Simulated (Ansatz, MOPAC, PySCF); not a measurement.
Molecule: PbF (charge 0, doublet). SMILES: [F][Pb]
Geometry: optimised at B3LYP-D3(BJ)/def2-TZVP (Ansatz, a program for electronic structure).

Property: vertical electron affinity to the triplet, in eV. Conventions: 6-31G* and kin with 6d, 5d where marked; valence correlation only (noble-gas shells and the d and f shells of earlier blocks); spin-orbit terms left out; LANL2DZ with its own core potentials from Na on; UHF or UKS for open shells; each state is the SCF solution reached for its charge and spin; PM7 with its own dispersion and hydrogen-bond terms; def2 sets with scalar-relativistic core potentials past Kr. Ab initio and DFT rows: single points at B3LYP-D3(BJ) geometries (Ansatz). Semi-empirical rows: differences of heats of formation at the shared geometry for vertical values.

```tsv
level	program	vertical electron affinity to the triplet (eV)
AM1	MOPAC	2.02
PM3	MOPAC	2.46
PM6	MOPAC	2.51
PM7	MOPAC	0.66
MNDO	MOPAC	1.51
HF/6-31G* with LANL2DZ past Ar	Ansatz	0.40
PBE/6-31G* with LANL2DZ past Ar	Ansatz	0.63
B3LYP/6-31G* with LANL2DZ past Ar	Ansatz	0.62
M06-2X/6-31G* with LANL2DZ past Ar (5d)	PySCF	0.53
MP2/6-31G* with LANL2DZ past Ar	Ansatz	0.19
PBE/def2-TZVPD	Ansatz	1.08
B3LYP/def2-TZVPD	Ansatz	1.13
wB97M-V/def2-TZVPD	Ansatz	1.06
```

No value to compare with is used here. The 10 habitual levels span 0.19 (MP2/6-31G* with LANL2DZ past Ar) to 2.51 eV (PM6); PBE/def2-TZVPD gives 1.08.

The levels are drawn from those run, B3LYP/6-31G* more often than the rest, none by its result; left out are runs that failed, that the program found above a lower state of the same kind, or whose <S^2> lies over 0.5 above the pure value.
